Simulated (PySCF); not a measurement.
dichloro(silyl)silane (Cl2H4Si2), SMILES [SiH3][SiH](Cl)Cl.

Coordinates come from a PBE0-D3(BJ)/def2-SVP optimisation.

Two levels are set side by side: PBE/def2-TZVP (PySCF) and ωB97X/def2-TZVP (PySCF). Same geometry, gas phase. Differences are taken from unrounded values.

```
quantity                      ωB97X    PBE  PBE minus ωB97X
---------------------------  ------  -----  ---------------
orbital gap (eV)              12.05   5.61            -6.44
highest occupied level (eV)  -10.58  -7.09             3.49
lowest empty level (eV)        1.47  -1.48            -2.95
dipole moment (D)              1.62   1.41            -0.21
mean polarisability (bohr³)    76.5   80.8              4.3
```

PBE's occupied levels lie high since its potential decays too fast outside the molecule; exact exchange lowers them and widens the gap. Loosely held outer electrons make PBE densities more polarisable. Differences between two approximate levels are no errors against the true value.

Rough cost on one machine, each run with all the roots and properties that it gave: ωB97X against PBE within a factor of 2.
